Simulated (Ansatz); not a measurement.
Consider the ligand exchange at the Si–Se bond: `B[Se][SiH2]C` + `C[SeH]` → `C[SiH2][Se]C` + `B[SeH]`.

Program: Ansatz. Geometries: PBE0-D4/def2-TZVP. ΔE: electronic, gas phase. CCSD(T)/CBS adds triple-zeta CCSD(T) − MP2 to the extrapolated MP2 energy (def2 sets, frozen cores). Functionals use def2-TZVPP. B3LYP here is the variant with VWN-RPA as its local correlation; programs differ in this. For Se outer-core shells are correlated without core-valence functions, which leaves a few kJ/mol of doubt a bond. Scalar relativity is left out up to krypton. Each species was taken in one conformer, which may not be the lowest.

**Question.** Is it downhill or uphill in electronic energy at CCSD(T)/CBS, and by how much? (An estimate is asked.)

**Answer.** The calculation gave: Downhill: ΔE = -3.3 kJ/mol.

**Question.** What do these levels give: B3LYP-D4, ωB97X-V, ωB97M-V, PBE, r2SCAN, PBE0, HF/def2-TZVPP, MP2/def2-TZVPP, CCSD/def2-TZVPP, SCS-MP2/def2-QZVPP, MP2/CBS(def2), CCSD/CBS(def2)? (Best estimate.)

**Answer.** The calculation gave: B3LYP-D4 -4.0, ωB97X-V -3.4, ωB97M-V -3.2, PBE -4.4, r2SCAN -4.2, PBE0 -3.5, HF/def2-TZVPP -1.7, MP2/def2-TZVPP -2.5, CCSD/def2-TZVPP -2.8, SCS-MP2/def2-QZVPP -2.5, MP2/CBS(def2) -2.8, CCSD/CBS(def2) -3.1 kJ/mol.

Largest T1 diagnostic among the species: 0.013.
